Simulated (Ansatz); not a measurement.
Reactions of C₆H₁₇FO₂SiSn, SMILES `C[O][Sn]([F])([CH2][Si](C)(C)C)[O]C`.

Calculated with Ansatz (gas phase, PBE0-D4/def2-TZVP geometries, no zero-point term in ΔE). CCSD(T)/CBS adds triple-zeta CCSD(T) − MP2 to the extrapolated MP2 energy (def2 sets, frozen cores). This one scheme is used for every species, atoms too. DFT in def2-TZVPP. No spin–orbit coupling; open shells (•) take unrestricted orbitals. Spin–orbit coupling would lower the free atoms: a little for C, F, O, Si; strongly for Sn. def2 core potentials past Kr. Bonds to Sn are less sure, by a few kJ/mol each and by 10 to 20 or more in all where they break to atoms, as the def2 sets lack core-valence functions. One conformer a species, not always the lowest.

```tsv
reaction	ωB97M-V (kcal/mol)	MP2/CBS(def2) (kcal/mol)
`C[O][Sn]([F])([CH2][Si](C)(C)C)[O]C` → 6 C• + F• + 17 H• + 2 O• + Si• + Sn•	2548.4	2585.8
`C[O][Sn]([F])([CH2][Si](C)(C)C)[O]C` + `CC(C)C` → `C[O][Sn]([F])([O]C)[C](C)(C)C` + tetramethylsilane	6.8	5.8
`C[O][Sn]([F])([CH2][Si](C)(C)C)[O]C` + H–F → `C[O][Sn]([F])([F])[O]C` + tetramethylsilane	-4.6	-0.8
`C[O][Sn]([F])([CH2][Si](C)(C)C)[O]C` + H₂ → `C[O][SnH]([F])[O]C` + tetramethylsilane	-0.2	4.3
`C[O][Sn]([F])([CH2][Si](C)(C)C)[O]C` + `C[SiH](F)F` → `C[Si](C)(C)C[Si](C)(F)F` + `C[O][SnH]([F])[O]C`	-1.7	2.3
```

(1) Give the CCSD(T)/CBS values in the same order. (An estimate is asked.)

Largest T1 diagnostic: 0.015, for `C[O][Sn]([F])([F])[O]C`.

Results:

(1) The calculation gave: 2553.3, 6.3, -2.6, 2.0, 1.0 kcal/mol.
